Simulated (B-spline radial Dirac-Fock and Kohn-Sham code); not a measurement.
Magnetic form factor of the 4d shell of Dy²⁸⁺

System: Dy²⁸⁺ in the configuration [Kr] 4d2.

These are calculated numbers from a B-spline atomic structure program; the model is relativistic Hartree-Fock (Dirac-Fock) wave functions, averaged over the configuration. ⟨j_K⟩ is the integral of the 4d radial density with the spherical Bessel function j_K(4πsr), s = sin θ/λ.

| s (Å⁻¹) | ⟨j0⟩ | ⟨j2⟩ | ⟨j4⟩ |
| --- | --- | --- | --- |
| 0 | 1.0000 | 0.0000 | 0.0000 |
| 0.05 | 0.9946 | 0.0022 | 0.0000 |
| 0.1 | 0.9785 | 0.0086 | 0.0000 |
| 0.15 | 0.9521 | 0.0190 | 0.0001 |
| 0.2 | 0.9163 | 0.0329 | 0.0004 |
| 0.25 | 0.8720 | 0.0499 | 0.0010 |
| 0.3 | 0.8203 | 0.0692 | 0.0019 |
| 0.35 | 0.7627 | 0.0902 | 0.0034 |
| 0.4 | 0.7006 | 0.1119 | 0.0056 |
| 0.45 | 0.6354 | 0.1337 | 0.0086 |
| 0.5 | 0.5688 | 0.1548 | 0.0124 |
| 0.6 | 0.4365 | 0.1922 | 0.0227 |
| 0.7 | 0.3136 | 0.2196 | 0.0365 |
| 0.8 | 0.2074 | 0.2344 | 0.0529 |
| 0.9 | 0.1222 | 0.2361 | 0.0707 |
| 1 | 0.0593 | 0.2257 | 0.0881 |
| 1.1 | 0.0176 | 0.2055 | 0.1038 |
| 1.2 | -0.0057 | 0.1786 | 0.1163 |
| 1.4 | -0.0126 | 0.1167 | 0.1286 |
| 1.6 | 0.0080 | 0.0607 | 0.1232 |

Radial moments of the shell: ⟨r²⟩ = 0.2949, ⟨r⁴⟩ = 0.1273, ⟨r⁶⟩ = 0.07295 in powers of bohr.
